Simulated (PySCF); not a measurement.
WO3, SMILES [O]=[W](=[O])=[O], multiplicity 1.

Geometry optimised at PBE-D3(BJ)/def2-TZVP. The geometry has at least one imaginary mode, so it is a saddle point at that level. The spin state was assumed, not searched. The isomer is the one that the SMILES or the coordinates give; other isomers of the formula were not compared. The def2 effective core potentials stand for the cores of W; spin–orbit coupling is left out.

Level of theory: TDA-M06-2X/def2-SVPD run with PySCF.

Vertical excitations; the highest root listed may be one member of a degenerate set.  State labels are in the subgroup C2v.

| state | symmetry | energy (eV) | λ (nm) | f | main pairs |
|---|---|---|---|---|---|
| S1 | B1 | 2.01 | 618 | 0.005 | HOMO−1→LUMO (degenerate set) |
| S2 | A1 | 2.01 | 618 | 0.005 | HOMO→LUMO (degenerate set) |
| S3 | B1 | 2.16 | 574 | 0.000 | HOMO−3→LUMO 99 % |
| S4 | B2 | 2.24 | 555 | 0.025 | HOMO−2→LUMO 99 % |
| S5 | A2 | 3.95 | 314 | 0.000 | HOMO−4→LUMO (degenerate set) |
| S6 | B2 | 3.95 | 314 | 0.000 | HOMO−5→LUMO (degenerate set) |
| S7 | B2 | 4.18 | 297 | 0.000 | HOMO−3→LUMO+2, HOMO−1→LUMO+2, HOMO→LUMO+1 (degenerate set) |
| S8 | A2 | 4.18 | 297 | 0.000 | HOMO−3→LUMO+1, HOMO−1→LUMO+1, HOMO→LUMO+2 (degenerate set) |
| S9 | A1 | 4.49 | 276 | 0.000 | HOMO−6→LUMO 94 % |
| S10 | A2 | 4.56 | 272 | 0.000 | HOMO→LUMO+2 47 %, HOMO−1→LUMO+1 47 % |
| T1 | B1 | 1.83 | 677 | 0 | HOMO−1→LUMO (degenerate set) |
| T2 | A1 | 1.83 | 677 | 0 | HOMO→LUMO (degenerate set) |
| T3 | B2 | 2.06 | 603 | 0 | HOMO−2→LUMO 99 % |
| T4 | B1 | 2.10 | 589 | 0 | HOMO−3→LUMO 99 % |
Triplets are in the Tamm–Dancoff approximation.
